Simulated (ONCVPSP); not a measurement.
**cadmium (Cd), ONCV: configuration errors across variants**

| Item | Value |
| --- | --- |
| Element | cadmium (Cd) |
| Generator | ONCVPSP 4.0.1 |
| Type | optimised norm-conserving Vanderbilt (ONCV) |
| Functional | revPBE |
| Relativity | scalar-relativistic |
| Frozen core | [Ar] 3d10 4s2 |
| Valence charge | 18 |
| Reference configuration | 4p6 4d10 5s2 |
| Partial waves | 5s: rc 2.50 bohr, ncon 4, nbas 8, qcut 2.1 1/bohr, 2 projectors, debl 1.5 Ha; 4p: rc 1.25 bohr, ncon 4, nbas 7, qcut 12.6 1/bohr, 2 projectors, debl 2.4 Ha; 4d: rc 1.30 bohr, ncon 5, nbas 8, qcut 7.2 1/bohr, 2 projectors, debl 0.6 Ha |
| Local potential | polynomial inside 0.80 bohr (lpopt 5, dvloc0 -1 Ha) |
| Core correction | none |

In the p channel the program set the typed energies aside and used -2.460, 0.250 Ha.

All-electron excitation energies from the reference (eV): (1) 4p6 4d10 5s1 9.148; (2) 4p6 4d10 5s0 26.105; (3) 4p6 4d9 5s0 64.032; (4) 4p6 4d9 5s2 5p1 12.681.

A true bound ghost makes a file unfit for plane-wave use even where its test errors are small: the radial tests pick states by their node count and pass the ghost by.

Errors AE − PS in meV (a dash: test not solved or not reliable):

```csv
change,(1),(2),(3),(4),bound ghosts,GHOST(+) flags above zero
base,-5.1,-32,-92,+15,"s, d",s
s: qcut 1.3,-4.3,-31,-143,+27,"s, d",s
s: qcut 1.5,-4.4,-31,-139,+26,"s, d",s
s: qcut 1.9,-4.7,-32,-113,+20,"s, d",s
s: qcut 2.3,-5.5,-33,-68,+9.5,"s, d",s
s: qcut 2.6,-6.1,-34,-33,+1.3,"s, d",s
s: qcut 2.8,-6.6,-35,-12,-3.6,"s, d",s
s: qcut 2.9,-6.7,-36,-2.7,-5.9,"s, d",s
s: qcut 3.2,-7.2,-37,+21,-12,"s, d",s
```

Task: Give the same row for: s: qcut 1.7.

Result: -4.5, -31, -129, +23; bound ghosts: s, d; GHOST(+) flags above zero: s.
